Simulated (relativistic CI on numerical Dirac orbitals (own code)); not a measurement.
Bi⁴⁵⁺: q coefficients and field-shift factors

Computed by Dirac-Coulomb-Breit CI, KLI orbitals optimised for each configuration, derivatives by finite differences, unscaled Slater integrals, QED left out (own radial code, finite nucleus).

CI space (outside the closed core [Ar] 3d10): 4s2 4p6 4d2, 4s2 4p6 4d 4f, 4s2 4p5 4d3, 4s 4p6 4d2 4f, 4s2 4p6 4f 5s, 4s2 4p6 4f2, 4s 4p6 4f3, 4p6 4d4, 4p5 4d5. Double excitations out of closed p, d and f shells are left out; levels of such configurations are missing from the list, as are those of other unlisted configurations, and high levels can miss mixing partners.

With x = (α/α₀)² − 1 an excitation energy changes as ω = ω₀ + qx; K = 2q/ω₀ is the relative enhancement. Terms are leading LS components, so labels can repeat. The field-shift factor is F = δν/δ⟨r²⟩ for the transition from the lowest level.

Lowest level 4s2 4p6 4d2 3F_2.

```tsv
Level	ω₀ (cm⁻¹)	q (cm⁻¹)	F (GHz/fm²)
4s2 4p6 4d2 3P_0	81920	7008	0.618
4s2 4p6 4d2 3F_3	267392	286300	12.4
4s2 4p6 4d2 3P_2	305680	285500	12.9
4s2 4p6 4d2 3P_1	319887	287800	13.1
4s2 4p6 4d2 1G_4	321649	289700	13.2
4s2 4p6 4d2 3F_4	566828	569900	25.2
4s2 4p6 4d2 1D_2	594925	574500	25.6
4s2 4p6 4d2 1S_0	680071	570400	25.4
4s2 4p5 4d3 3D°_2	1523329	96450	18.9
4s2 4p5 4d3 5D°_1	1542881	109700	20.3
4s2 4p5 4d3 5D°_0	1559092	98440	21.2
4s2 4p5 4d3 3F°_3	1572269	95070	18.1
4s2 4p5 4d3 5F°_3	1749863	374100	30.2
```

At this charge energies of transitions that change n are usually good to better than 1 %, and those within a shell (Δn = 0) to a few per cent.

Which transition from the lowest level has the largest |K|?

4s2 4p6 4d2 3F_3 at 267392 cm⁻¹, K = 2.14.
